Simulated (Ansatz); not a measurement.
Reaction (formal exchange of groups at the Sn–Cl bond): `[CH3][Sn]([F])([F])[Cl]` + `C#N` → `[CH3][Sn]([F])([F])[C]#N` + HCl

Isolated molecules relaxed with PBE0-D4/def2-TZVP in Ansatz; ΔE leaves out vibrations. CCSD(T)/CBS adds triple-zeta CCSD(T) − MP2 to the extrapolated MP2 energy (def2 sets, frozen cores). This one scheme is used for every species. DFT in def2-TZVPP. Elements past krypton have def2 core potentials. For Sn outer-core shells are correlated without core-valence functions, which leaves a few kJ/mol of doubt a bond.

Q: Is it downhill or uphill in electronic energy at CCSD(T)/CBS, and by how much? (Best estimate.)

A: Ansatz gave: Uphill: ΔE = +77.9 kJ/mol.

Q: What do these levels give: PBE, r2SCAN, r2SCAN0, MP2/def2-SVP, HF/def2-TZVPP, HF/CBS(def2)? (Best estimate.)

A: The calculation gave: PBE 80.7, r2SCAN 84.5, r2SCAN0 84.0, MP2/def2-SVP 76.7, HF/def2-TZVPP 84.1, HF/CBS(def2) 85.3 kJ/mol.

Largest T1 diagnostic among the species: 0.014.

Leaving LDA and LC-ωPBE aside and taking each functional with its dispersion term where it has one, the values, not all of them listed here, spread over 6.5 kJ/mol, from PBE-QIDH to r2SCAN-D4. At CCSD(T), def2-SVP lies −3.1 kJ/mol from the extrapolated value and def2-TZVPP −8.5 kJ/mol.
